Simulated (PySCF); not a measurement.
PySCF 2.14 output of an unrestricted r2SCAN calculation on a single atom or ion in aug-cc-pVDZ, with no relativity, point nucleus:

```
SCF conv_tol = 1e-09
number electrons alpha = 5  beta = 2
    J. W. Furness, A. D. Kaplan, J. Ning, J. P. Perdew, and J. Sun.,  J. Phys. Chem. Lett. 11, 8208-8215 (2020)
    J. W. Furness, A. D. Kaplan, J. Ning, J. P. Perdew, and J. Sun.,  J. Phys. Chem. Lett. 11, 9248-9248 (2020)
    J. W. Furness, A. D. Kaplan, J. Ning, J. P. Perdew, and J. Sun.,  J. Phys. Chem. Lett. 11, 8208-8215 (2020)
    J. W. Furness, A. D. Kaplan, J. Ning, J. P. Perdew, and J. Sun.,  J. Phys. Chem. Lett. 11, 9248-9248 (2020)
cycle= 1 E= -97.7588285828853  delta_E= -0.000591  |g|= 0.00358  |ddm|= 0.0921
cycle= 2 E= -97.7588326478581  delta_E= -4.06e-06  |g|= 0.00084  |ddm|= 0.01
cycle= 3 E= -97.7588328890292  delta_E= -2.41e-07  |g|= 0.000106  |ddm|= 0.00187
cycle= 4 E= -97.7588328935179  delta_E= -4.49e-09  |g|= 1.59e-06  |ddm|= 0.000291
cycle= 5 E= -97.7588328935188  delta_E= -8.81e-13  |g|= 1.34e-07  |ddm|= 3.25e-06
converged SCF energy = -97.7588328935188  <S^2> = 3.7524131  2S+1 = 4.0012064
```

The run itself started from symmetry-adapted Hartree-Fock orbitals and held the occupation by maximum overlap, on a logarithmic radial grid, so the iterations belong to that start.

Problem. Which element, charge and spin multiplicity is this?

Solution. F²⁺ (fluorine, charge +2), multiplicity 4; the state was [He] 2s2 2p3, high-spin 4S determinant.
